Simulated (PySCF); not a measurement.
Cartesian coordinates in Å; atom numbers follow the order of the lines, from 1:
```xyz
17

C    -1.9809    1.1062   -0.0061
C    -1.1186   -0.1175    0.1007
N    -1.2317   -1.0477    0.9379
C    -0.0143   -0.2191   -0.9268
C     1.2149   -0.9372   -0.3680
C     2.0494    0.0071    0.4702
F     1.3616    0.6031    1.4534
F     3.0878   -0.6142    1.0504
F     2.5754    1.0055   -0.2672
H    -1.4047    1.9728    0.3169
H    -2.2859    1.2683   -1.0382
H    -2.8645    1.0226    0.6233
H    -1.9939   -0.9475    1.6030
H    -0.4013   -0.7906   -1.7737
H     0.2552    0.7745   -1.2893
H     0.8867   -1.7608    0.2679
H     1.8576   -1.3134   -1.1643
```

Geometry: GFN2-xTB; GIAO absolute shieldings from PySCF 2.14.0 with density-fitted response routines, gas phase, non-relativistic, averaged over equivalent atoms.

At PBE0/pcSseg-1 (193 basis functions, 56 s wall time on 1 thread of an Arm Neoverse N1, shared host):
| atoms | σ (ppm) |
| --- | --- |
| C2 | 5.8 |
| C6 | 50.3 |
| C5 | 152.6 |
| C4 | 152.6 |
| C1 | 154.6 |
| N3 | -75.7 |
| F7/F8/F9 | 255.3 |
| H13 | 21.11 |
| H16/H17 | 28.83 |
| H14/H15 | 29.44 |
| H10/H11/H12 | 29.68 |

Estimate the result of repeating the calculation with HF/6-311G**.

## Answers


```tsv
atoms	σ at HF/6-311G**	change
C2	15.7	+9.9
C6	79.7	+29.4
C5	165.2	+12.6
C4	166.3	+13.7
C1	166.4	+11.8
N3	-59.9	+15.8
F7/F8/F9	299.0	+43.7
H13	22.39	+1.28
H16/H17	29.68	+0.85
H14/H15	30.31	+0.87
H10/H11/H12	30.51	+0.83
```

The largest change is at F7/F8/F9 (fluorine bonded to C). Cost: 210 basis functions, 30 s wall time on 1 thread of an Arm Neoverse N1, shared host. The order of the carbon signals is the same at both levels.
